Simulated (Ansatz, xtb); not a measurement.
# Ranking isomers of C3H8GeS

5 gas-phase structures of C3H8GeS, from a drawn sample of its isomers (lower ones may exist). Each was relaxed with GFN2-xTB; where two conformers were screened, the lower at r2SCAN-D4/def2-SVP is listed:

A. `[CH3][GeH2][C](C)=S`, a singlet
B. `C=C[CH2][GeH2][SH]`, a singlet
C. `C=[CH][GeH2][S]C`, a singlet
D. `S[C@@H]1C[CH2][GeH2]1`, a singlet
E. `C=C(C)[S][GeH3]`, a singlet

Task: Estimate their order in r2SCAN-D4/def2-SVP energy at these geometries, lowest first.

Result: Calculated order at r2SCAN-D4/def2-SVP: B (0.0), C (7.6), E (9.7), A (12.5), D (22.7) kcal/mol.

Energies above the lowest of each column, in kcal/mol; the last columns are at PBE-D3(BJ)/def2-SVP geometries and were run for some of them only (a dash: not run or not comparable):

| structure | GFN2-xTB | HF/STO-3G | r2SCAN-D4/def2-SVP | PBE-D3(BJ)/def2-SVP | CCSD(T)/def2-SVP + ΔMP2/def2-TZVPP |
| --- | --- | --- | --- | --- | --- |
| B | 1.1 | 2.7 | 0.0 | 0.0 | 0.0 |
| C | 11.4 | 0.0 | 7.6 | 8.2 | 6.2 |
| E | 0.0 | 2.4 | 9.7 | 6.6 | 8.1 |
| A | 21.4 | 10.9 | 12.5 | 13.0 | – |
| D | 24.3 | 0.9 | 22.7 | – | – |

CCSD(T)/def2-SVP + ΔMP2/def2-TZVPP puts B lowest of those it was run on; GFN2-xTB picks E, HF/STO-3G picks C. Flexible structures stand in one conformer each, not always the lowest. Frequencies (GFN2-xTB) were run for B, C, E alone. The ΔMP2 step shifts differences by up to 3.2 kcal/mol, which makes them less sure. ΔMP2 is the change of the MP2 energy from the smaller to the larger basis.

Over these structures GFN2-xTB departs from r2SCAN-D4/def2-SVP by 4.3 kcal/mol on average once a common shift is removed. A GFN2-xTB relaxation took about 0.14 s and the r2SCAN-D4/def2-SVP energy about 1.1 s on a shared host (Ansatz 0.2.0, xtb 6.7.1).
